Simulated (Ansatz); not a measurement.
Ligand exchange: Cd(CH3)(SH) + GaH(CH3)(SH) → Cd(SH)2 + GaH(CH3)2

Species: Cd(CH3)(SH), singlet; GaH(CH3)(SH), singlet; Cd(SH)2, singlet; GaH(CH3)2, singlet. The partners trade CH3 for SH: Cd–CH3 and Ga–SH bonds give way to Cd–SH and Ga–CH3.

Shapes, held fixed at every level: PBE0-D4/def2-TZVP. Flexible molecules stand in one conformer, not always the lowest. Programs: Ansatz 0.2.0. Electronic energies: no zero-point or thermal term.

```tsv
level	kind	ΔE (kJ/mol)	less CCSD(T)/def2-TZVPP	CPU time (sum over the molecules)
SPW92/def2-TZVPP	LDA	+19.2	+3.1	11 s
r2SCAN-D4/def2-TZVPP	meta-GGA	+14.7	-1.4	45 s
BHLYP-D4/def2-TZVPP	global hybrid	+8.0	-8.1	25 s
PBE0-D4/def2-TZVPP	global hybrid	+11.9	-4.2	25 s
wB97M-V/def2-TZVPP	range-separated hybrid	+9.6	-6.5	87 s
MP2/def2-SVP	perturbation theory	+16.0	-0.1	–
MP2/def2-TZVPP	perturbation theory	+19.5	+3.4	–
CCSD(T)/def2-TZVPP	coupled cluster or CI	+16.1	0.0	9 min
```

The highest level, CCSD(T)/def2-TZVPP, gives ΔE = +16.1 kJ/mol; the levels span +8.0 to +19.5. The column of differences is taken from that level and isn't an error. No measured value is set beside it here. For atoms past krypton def2 sets carry core potentials with scalar relativity. Relativity is left out for Ga unless named. Correlated rows may include outer-core shells of Cd, Ga, which these sets cover unevenly. Times are processor times on shared x86 and Arm servers, and rough.
